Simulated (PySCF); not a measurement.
## C₆ coefficients of unlike pairs at UHF

Calculated with PySCF 2.14 from the dipole response of each species, C₆(A,B) = (3/π) ∫ α_A(iu) α_B(iu) du, in atomic units, from isotropic polarisabilities. For ions this is the dispersion term alone; charge-induced terms of lower order in 1/R come first.

| species | configuration | basis | relativity | α (bohr³) | C₆ (like pair) |
| --- | --- | --- | --- | --- | --- |
| O⁺ | [He] 2s2 2p3 (4S) | aug-cc-pVQZ-DK (6s5p4d3f2g) | spin-free X2C | 2.628 | 4.955 |
| Ru³⁺ | [Kr] 4d5 (6S) | def2-TZVPPD with the def2 core potential (28 electrons) (6s4p3d2f1g) | core potential | 4.324 | 19.62 |
| Kr | [Kr] (1S) | aug-cc-pVDZ-PP with ECP10MDF (5s4p3d) | core potential | 15.13 | 115.7 |
| Ni²⁺ | [Ar] 3d8 (3F) | def2-QZVPPD (11s6p5d4f2g) | none | 2.623 | 7.122 |

Problem. Estimate C₆ for Ni²⁺ with O⁺.

Solution. The integral gives 5.833. The combination rule 2 C_A C_B / (C_A α_B/α_A + C_B α_A/α_B) gives 5.842 and the geometric mean 5.940.

No spin-orbit coupling is included.

The other pairs:

```json
{"pair": "Ni²⁺, Kr", "C₆": "26.40"}
{"pair": "Kr, O⁺", "C₆": "23.36"}
{"pair": "Ni²⁺, Ru³⁺", "C₆": "11.77"}
{"pair": "Ru³⁺, O⁺", "C₆": "9.753"}
{"pair": "Kr, Ru³⁺", "C₆": "44.50"}
```
